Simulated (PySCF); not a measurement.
F4Sn, triplet, geometry from GFN2-xTB (such geometries of metal compounds can be far from the true shape) (a higher spin typed on purpose: for a closed-shell molecule this is an excited state) (all electrons, no relativity); PBE0/3-21G (PySCF).

Here is a job for PySCF.
```python
from pyscf import gto, scf, dft

mol = gto.Mole()
mol.atom = '''
    F    -1.155112   -1.801145   -0.884301
    Sn   -0.000000   -0.000000    0.000000
    F    -1.382818    1.856370    0.045818
    F     0.685793   -0.504810    2.152963
    F     1.852137    0.449585   -1.314480
'''
mol.basis = '3-21g'
mol.charge = 0
mol.spin = 2
mol.verbose = 4
mol.build()

mf = dft.UKS(mol)
mf.xc = 'pbe0'
mf.kernel()
mf.analyze()
```

The log (banner, timings and long lists left out):

```
PySCF version 2.14.0

[INPUT] verbose = 4
[INPUT] num. atoms = 5
[INPUT] num. electrons = 86
[INPUT] charge = 0
[INPUT] spin (= nelec alpha-beta = 2S) = 2
[INPUT] symmetry False subgroup None
[INPUT] Mole.unit = angstrom
[INPUT] Symbol           X                Y                Z      unit          X                Y                Z       unit  Magmom
[...]
nuclear repulsion = 479.433192714436
number of shells = 33
number of NR pGTOs = 141
number of NR cGTOs = 67
basis = 3-21g
ecp = {}

******** <class 'pyscf.dft.uks.UKS'> ********
method = UKS
initial guess = minao
damping factor = 0
level_shift factor = 0
DIIS = <class 'pyscf.scf.diis.CDIIS'>
diis_start_cycle = 1
diis_space = 8
diis_damp = 0
SCF conv_tol = 1e-09
SCF conv_tol_grad = None
SCF max_cycles = 50
direct_scf = True
direct_scf_tol = 1e-13
number electrons alpha = 44  beta = 42
XC library pyscf.dft.libxc version 7.1.2
    S. Lehtola, C. Steigemann, M. J. T. Oliveira, and M. A. L. Marques,  SoftwareX 7, 1–5 (2018)
XC functionals = pbe0
    C. Adamo and V. Barone,  J. Chem. Phys. 110, 6158 (1999)
    M. Ernzerhof and G. E. Scuseria,  J. Chem. Phys. 110, 5029 (1999)
radial grids:
    Treutler-Ahlrichs [JCP 102, 346 (1995); DOI:10.1063/1.469408] (M4) radial grids

becke partition: Becke, JCP 88, 2547 (1988); DOI:10.1063/1.454033
pruning grids: <function nwchem_prune>
grids dens level: 3
symmetrized grids: False
atomic radii adjust function: <function treutler_atomic_radii_adjust>
small_rho_cutoff = 0
Set gradient conv threshold to 3.16228e-05
tot grids = 79008
init E= -6381.58420531292

cycle= 1 E= -6394.87957057621  delta_E= -13.3  |g|= 0.693  |ddm|= 1.44
cycle= 2 E= -6391.73541915289  delta_E= 3.14  |g|= 2.66  |ddm|= 2.32
cycle= 3 E= -6394.74588350511  delta_E= -3.01  |g|= 0.895  |ddm|= 1.97
cycle= 4 E= -6394.7493769618  delta_E= -0.00349  |g|= 0.835  |ddm|= 1.22

cycle= 5 E= -6395.05376348632  delta_E= -0.304  |g|= 0.263  |ddm|= 0.514
cycle= 6 E= -6395.07883252991  delta_E= -0.0251  |g|= 0.137  |ddm|= 0.311
cycle= 7 E= -6395.07538071532  delta_E= 0.00345  |g|= 0.161  |ddm|= 0.263
cycle= 8 E= -6395.08715360036  delta_E= -0.0118  |g|= 0.0339  |ddm|= 0.183
cycle= 9 E= -6395.08743511019  delta_E= -0.000282  |g|= 0.0266  |ddm|= 0.054
cycle= 10 E= -6395.08806798896  delta_E= -0.000633  |g|= 0.00792  |ddm|= 0.051
cycle= 11 E= -6395.08826885958  delta_E= -0.000201  |g|= 0.0184  |ddm|= 0.0601
cycle= 12 E= -6395.08825477015  delta_E= 1.41e-05  |g|= 0.019  |ddm|= 0.00143
cycle= 13 E= -6395.08825573474  delta_E= -9.65e-07  |g|= 0.0171  |ddm|= 0.00679
cycle= 14 E= -6395.08827871293  delta_E= -2.3e-05  |g|= 0.0166  |ddm|= 0.00632
cycle= 15 E= -6395.08815248463  delta_E= 0.000126  |g|= 0.024  |ddm|= 0.029
cycle= 16 E= -6395.08809155924  delta_E= 6.09e-05  |g|= 0.0236  |ddm|= 0.0173
cycle= 17 E= -6395.08794181289  delta_E= 0.00015  |g|= 0.0244  |ddm|= 0.0309
cycle= 18 E= -6395.08788094468  delta_E= 6.09e-05  |g|= 0.0267  |ddm|= 0.00722
cycle= 19 E= -6395.08796989719  delta_E= -8.9e-05  |g|= 0.0288  |ddm|= 0.0327
cycle= 20 E= -6395.0879949069  delta_E= -2.5e-05  |g|= 0.0252  |ddm|= 0.017
cycle= 21 E= -6395.08808218114  delta_E= -8.73e-05  |g|= 0.0239  |ddm|= 0.0211
cycle= 22 E= -6395.08813077812  delta_E= -4.86e-05  |g|= 0.0253  |ddm|= 0.0201
cycle= 23 E= -6395.08807032758  delta_E= 6.05e-05  |g|= 0.027  |ddm|= 0.0186
cycle= 24 E= -6395.08846476079  delta_E= -0.000394  |g|= 0.0227  |ddm|= 0.0976
cycle= 25 E= -6395.08789123532  delta_E= 0.000574  |g|= 0.0269  |ddm|= 0.124
cycle= 26 E= -6395.08795608474  delta_E= -6.48e-05  |g|= 0.0184  |ddm|= 0.122
cycle= 27 E= -6395.08783180632  delta_E= 0.000124  |g|= 0.0258  |ddm|= 0.0619
cycle= 28 E= -6395.08832984841  delta_E= -0.000498  |g|= 0.00898  |ddm|= 0.0925
cycle= 29 E= -6395.08851446975  delta_E= -0.000185  |g|= 0.0112  |ddm|= 0.0496
cycle= 30 E= -6395.08860556916  delta_E= -9.11e-05  |g|= 0.0082  |ddm|= 0.0249
cycle= 31 E= -6395.08880388029  delta_E= -0.000198  |g|= 0.0104  |ddm|= 0.0559
[...]
SCF not converged.
SCF energy = -6395.08883181826 after 50 cycles  <S^2> = 2.0326032  2S+1 = 3.0216573
**** SCF Summaries ****
Total Energy =                       -6395.088831818258768
Nuclear Repulsion Energy =             479.433192714435563
One-electron Energy =                -9785.648588387413838
Two-electron Energy =                 2911.126563854718825
Two-electron Coulomb Energy =         3113.251598644134901
DFT Exchange-Correlation Energy =     -202.125034789416191
**** MO energy ****
                             alpha | beta                alpha | beta
[...]
To work with the spin densities directly, `use mulliken_meta_spin()` only printing them here.

 ** Mulliken spin pop alpha/beta on meta-lowdin orthogonal AOs **
 ** Mulliken Spin Density (per AO)  **
spin_pop of  0 F 1s       -0.00000
spin_pop of  0 F 2s        0.00122
spin_pop of  0 F 3s       -0.00023
spin_pop of  0 F 2px       0.14635
spin_pop of  0 F 2py       0.12449
spin_pop of  0 F 2pz       0.17376
spin_pop of  0 F 3px      -0.00012
spin_pop of  0 F 3py      -0.00014
spin_pop of  0 F 3pz      -0.00012
spin_pop of  1 Sn 1s        0.00000
spin_pop of  1 Sn 2s        0.00001
spin_pop of  1 Sn 3s        0.00005
spin_pop of  1 Sn 4s        0.00022
spin_pop of  1 Sn 5s        0.30945
spin_pop of  1 Sn 6s        0.00086
spin_pop of  1 Sn 2px      -0.00000
spin_pop of  1 Sn 2py      -0.00000
spin_pop of  1 Sn 2pz      -0.00000
spin_pop of  1 Sn 3px      -0.00000
spin_pop of  1 Sn 3py      -0.00000
spin_pop of  1 Sn 3pz      -0.00000
spin_pop of  1 Sn 4px      -0.00004
spin_pop of  1 Sn 4py      -0.00004
spin_pop of  1 Sn 4pz      -0.00003
spin_pop of  1 Sn 5px      -0.06130
spin_pop of  1 Sn 5py      -0.07267
spin_pop of  1 Sn 5pz      -0.03426
spin_pop of  1 Sn 6px      -0.00369
spin_pop of  1 Sn 6py      -0.00475
spin_pop of  1 Sn 6pz      -0.00292
spin_pop of  1 Sn 3dxy      0.00000
spin_pop of  1 Sn 3dyz      0.00000
spin_pop of  1 Sn 3dz^2     0.00000
spin_pop of  1 Sn 3dxz      0.00000
spin_pop of  1 Sn 3dx2-y2    0.00000
spin_pop of  1 Sn 4dxy     -0.00001
spin_pop of  1 Sn 4dyz      0.00001
spin_pop of  1 Sn 4dz^2     0.00001
spin_pop of  1 Sn 4dxz      0.00002
spin_pop of  1 Sn 4dx2-y2    0.00002
spin_pop of  2 F 1s       -0.00000
spin_pop of  2 F 2s       -0.00199
spin_pop of  2 F 3s       -0.00030
spin_pop of  2 F 2px       0.12827
spin_pop of  2 F 2py       0.23068
spin_pop of  2 F 2pz       0.00023
spin_pop of  2 F 3px      -0.00011
spin_pop of  2 F 3py      -0.00017
spin_pop of  2 F 3pz      -0.00004
spin_pop of  3 F 1s       -0.00001
spin_pop of  3 F 2s        0.00444
spin_pop of  3 F 3s       -0.00017
spin_pop of  3 F 2px       0.21931
spin_pop of  3 F 2py       0.25426
spin_pop of  3 F 2pz       0.10732
spin_pop of  3 F 3px      -0.00005
spin_pop of  3 F 3py      -0.00005
spin_pop of  3 F 3pz      -0.00010
spin_pop of  4 F 1s       -0.00000
spin_pop of  4 F 2s        0.00220
spin_pop of  4 F 3s       -0.00021
spin_pop of  4 F 2px       0.09418
spin_pop of  4 F 2py       0.20692
spin_pop of  4 F 2pz       0.17962
spin_pop of  4 F 3px      -0.00012
spin_pop of  4 F 3py      -0.00012
spin_pop of  4 F 3pz      -0.00012
 ** Mulliken Spin Density (per atom)  **
spin density of  0 F =      0.44520
spin density of  1 Sn =      0.13095
spin density of  2 F =      0.35655
spin density of  3 F =      0.58495
spin density of  4 F =      0.48235
 ** Mulliken pop alpha/beta on meta-lowdin orthogonal AOs **
 ** Mulliken pop       alpha | beta **
In total            44.00000 | 42.00000
 ** Mulliken atomic charges   ( Nelec_alpha | Nelec_beta ) **
charge of  0F =     -0.28091  (     4.86306      4.41786 )
charge of  1Sn =      1.06643  (    24.53226     24.40131 )
charge of  2F =     -0.32094  (     4.83875      4.48219 )
charge of  3F =     -0.20389  (     4.89442      4.30947 )
charge of  4F =     -0.26069  (     4.87152      4.38917 )
Dipole moment(X, Y, Z, Debye):  0.77599, -0.61561,  0.55669
```

Convergence was not reached.
